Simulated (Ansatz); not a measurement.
Geometry optimisation, RKS B3LYP-D4/6-31G* in Ansatz.

input.yaml

```yaml
crystal:
  periodic: [false, false, false]
  atoms:
    - { symbol: C, position_ang: [-1.4072, -0.7654, -1.5778] }
    - { symbol: B, position_ang: [-0.8783, -0.9853, -0.1334] }
    - { symbol: S, position_ang: [-2.0876, -1.3381, 1.2783] }
    - { symbol: C, position_ang: [0.7803, -0.9916, 0.1222] }
    - { symbol: C, position_ang: [1.3891, 0.3319, -0.1898] }
    - { symbol: Si, position_ang: [0.9383, 1.6899, 1.0722] }
    - { symbol: H, position_ang: [-2.535, -0.8029, -1.5734] }
    - { symbol: H, position_ang: [-1.1379, 0.3153, -1.9343] }
    - { symbol: H, position_ang: [-1.16937, 0.14568, -0.06223] }
    - { symbol: H, position_ang: [-2.1432, 0.0252, 1.6501] }
    - { symbol: H, position_ang: [0.8969, -1.2986, 1.1986] }
    - { symbol: H, position_ang: [1.1663, -1.773, -0.515] }
    - { symbol: H, position_ang: [2.4383, 0.2236, -0.1387] }
    - { symbol: H, position_ang: [1.1129, 0.7019, -1.1785] }
    - { symbol: H, position_ang: [-0.4966, 1.9675, 0.9764] }
    - { symbol: H, position_ang: [1.2537, 1.236, 2.4497] }
    - { symbol: H, position_ang: [1.7276, 2.9166, 0.7855] }
basis:
  gaussian: { orbitals: "6-31G*" }
hamiltonian:
  xc: b3lyp
  dispersion: d4
relax:
  f_tol: 0.02
  max_steps: 50
```

Command:

```bash
$ ansatz run input.yaml --threads 2 --pin off --max-ram 3072MiB --backend cpu --events-out ev --progress --plain --runs-dir out
```

Problem. Where does it end, and by what steps?

Solution. The run converged. After 26 steps the energy has fallen by 4.644 eV; H10 moved furthest, 1.73 Å. Parted: B2–H9. Joined: C1–H9.

```
step  energy less start (eV)  largest force component (eV/Å)  accepted
   0                  0.0000                           4.533       yes
   1                 -1.5008                           2.813       yes
   2                 -2.6013                           1.872       yes
   3                 -3.0480                           3.207       yes
   4                 -3.5038                           0.909       yes
   5                 -3.7175                           0.869       yes
   6                 -3.8842                           0.535       yes
   7                 -4.0280                           1.039       yes
   8                 -4.1555                           1.454       yes
   9                 -4.2997                           1.097       yes
  10                 -4.4550                           1.211       yes
  11                 -4.5763                           0.321       yes
  12                 -4.5275                           0.752        no
  13                 -4.6194                           0.182       yes
  14                 -4.6281                           0.035       yes
  15                 -4.6299                           0.029       yes
  16                 -4.6323                           0.033       yes
  17                 -4.6338                           0.137       yes
  18                 -4.6353                           0.139       yes
  19                 -4.6377                           0.124       yes
  20                 -4.6395                           0.183       yes
  21                 -4.6407                           0.163       yes
  22                 -4.6422                           0.125       yes
  23                 -4.6431                           0.075       yes
  24                 -4.6432                           0.078       yes
  25                 -4.6437                           0.028       yes
  26                 -4.6438                           0.006       yes
```

```xyz
17
Properties=species:S:1:pos:R:3
C -1.575 -0.216 -1.114
B -0.867 -0.852 0.140
S -1.795 -1.518 1.543
C 0.710 -0.941 0.247
C 1.459 0.359 -0.137
Si 1.171 1.786 1.074
H -2.626 -0.499 -1.241
H -1.040 -0.447 -2.044
H -1.548 0.880 -1.012
H -3.057 -1.333 1.093
H 1.043 -1.284 1.236
H 1.009 -1.739 -0.455
H 2.540 0.172 -0.192
H 1.160 0.689 -1.141
H -0.275 2.141 1.132
H 1.607 1.402 2.445
H 1.932 2.998 0.657
```

Whether the end is a true minimum wasn't checked by a vibrational analysis.

Time of the run: 2.7 min on 2 threads of Arm Neoverse V1 (shared host), peak memory 0.32 GiB.
